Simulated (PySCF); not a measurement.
Si(Cl)2(GeH3)(OH) (Cl₂GeH₄OSi), SMILES O[Si](Cl)(Cl)[GeH3]. Atoms are numbered in the order given.

```xyz
9

O      0.7741     1.9558     0.0000
Si     0.5357     0.3217     0.0000
Cl     1.4387    -0.5308    -1.6697
Cl     1.4387    -0.5308     1.6697
Ge    -1.7941    -0.1165     0.0000
H      1.6815     2.2891     0.0000
H     -2.4391     0.4893     1.2600
H     -2.0020    -1.6418     0.0000
H     -2.4391     0.4893    -1.2600
```

Geometry: B3LYP-D3(BJ)/def2-SVP. Other conformers were not sampled.

Two levels are set side by side: PBE/pcSseg-1 (PySCF) and PBE0/pcSseg-1 (PySCF). GIAO shifts against GeH4 (⁷³Ge), H2O (¹⁷O), HCl (³⁵Cl), TMS (²⁹Si), TMS (¹H) at the same level; non-relativistic, no solvent, atoms listed together averaged. Without spin–orbit terms, shifts of atoms bonded to Cl or Br come out too high at both levels. Differences are taken from unrounded values.

```
quantity                     PBE
-------------------------  -----
δ(¹⁷O) of O1 (ppm)         117.2
δ(²⁹Si) of Si2 (ppm)        23.5
δ(³⁵Cl) of Cl3, Cl4 (ppm)  198.0
δ(⁷³Ge) of Ge5 (ppm)        12.2
δ(¹H) of H6 (ppm)           3.23
```

These are the PBE values. What does PBE0 give? (An estimate is asked for; the answer gives what the named calculation found.)


| quantity | PBE0 | PBE minus PBE0 |
|---|---|---|
| δ(¹⁷O) of O1 (ppm) | 102.9 | 14.2 |
| δ(²⁹Si) of Si2 (ppm) | 24.0 | -0.6 |
| δ(³⁵Cl) of Cl3, Cl4 (ppm) | 166.2 | 31.8 |
| δ(⁷³Ge) of Ge5 (ppm) | 6.9 | 5.3 |
| δ(¹H) of H6 (ppm) | 3.25 | -0.02 |

Rough cost on one machine, each run with all the roots and properties that it gave: PBE0 against PBE within a factor of 2.
